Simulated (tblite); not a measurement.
C6H3N2SSi (doublet state).
SMILES with atom numbers: `[N:1]#[C:2][c:3]1[cH:4][c:5]([SiH2:6])[s:7][c:8]1[C:9]#[N:10]` (hydrogens: H11 on C4; H12, H13 on Si6)

A start from a force field or distance geometry was refined with tblite, GFN2-xTB geometry optimisation, gas phase. Values at the start:

```tsv
coordinate	start
N1≡C2	1.148 Å
C2–C3	1.492 Å
C3–C4	1.332 Å
C3–C8	1.362 Å
C4–C5	1.379 Å
C4–H11	1.104 Å
C5–Si6	1.790 Å
C5–S7	1.794 Å
Si6–H12	1.422 Å
S7–C8	1.875 Å
C8–C9	1.438 Å
C9≡N10	1.174 Å
C2–C3–C8	119.1°
C3–C4–C5	117.0°
C3–C8–S7	105.3°
C3–C8–C9	130.7°
C4–C3–C8	118.8°
C4–C5–S7	108.0°
Si6–C5–S7	124.0°
S7–C8–C9	124.0°
```

Problem. How do these coordinates change at the GFN2-xTB level?

Solution. 
```json
{"coordinate": "S7–C8", "GFN2-xTB (Å or °)": "1.743", "change": "-0.132"}
{"coordinate": "C2–C3", "GFN2-xTB (Å or °)": "1.407", "change": "-0.085"}
{"coordinate": "C3–C4", "GFN2-xTB (Å or °)": "1.396", "change": "+0.064"}
{"coordinate": "C8–C9", "GFN2-xTB (Å or °)": "1.387", "change": "-0.051"}
{"coordinate": "C3–C8", "GFN2-xTB (Å or °)": "1.396", "change": "+0.034"}
{"coordinate": "C5–S7", "GFN2-xTB (Å or °)": "1.761", "change": "-0.033"}
{"coordinate": "C5–Si6", "GFN2-xTB (Å or °)": "1.819", "change": "+0.029"}
{"coordinate": "C4–H11", "GFN2-xTB (Å or °)": "1.076", "change": "-0.028"}
{"coordinate": "Si6–H12", "GFN2-xTB (Å or °)": "1.447", "change": "+0.025"}
{"coordinate": "C9≡N10", "GFN2-xTB (Å or °)": "1.151", "change": "-0.023"}
{"coordinate": "C4–C5", "GFN2-xTB (Å or °)": "1.390", "change": "+0.011"}
{"coordinate": "N1≡C2", "GFN2-xTB (Å or °)": "1.146", "change": "-0.002"}
{"coordinate": "C3–C8–S7", "GFN2-xTB (Å or °)": "111.1", "change": "+5.8"}
{"coordinate": "C4–C3–C8", "GFN2-xTB (Å or °)": "113.2", "change": "-5.6"}
{"coordinate": "C2–C3–C8", "GFN2-xTB (Å or °)": "123.1", "change": "+4.0"}
{"coordinate": "C3–C8–C9", "GFN2-xTB (Å or °)": "127.5", "change": "-3.2"}
{"coordinate": "C3–C4–C5", "GFN2-xTB (Å or °)": "113.9", "change": "-3.1"}
{"coordinate": "Si6–C5–S7", "GFN2-xTB (Å or °)": "121.4", "change": "-2.6"}
{"coordinate": "S7–C8–C9", "GFN2-xTB (Å or °)": "121.5", "change": "-2.5"}
{"coordinate": "C4–C5–S7", "GFN2-xTB (Å or °)": "110.4", "change": "+2.4"}
```

The energy falls by 16.6 kcal/mol over 72 L-BFGS steps, the largest force on an atom goes from 5.09 to 0.007 eV/Å, and the atoms move by 0.369 Å rms after alignment. The bond that changes most is S7–C8 (ends: sulfur bonded to 2 C; carbon bonded to 2 C and S), which shortens by 0.132 Å. Bonds longer at the end by more than 0.005 Å: 5 of 13; shorter: 6. Among the dihedrals that turn most is S7–C5–Si6–H13, from -56° to 0°. Rotational constants go from 1732, 666.3, 482.6 to 1739, 694.4, 496.3 MHz.

Its GFN2-xTB frequencies are all real (lowest 75 cm⁻¹).

These are computed values.
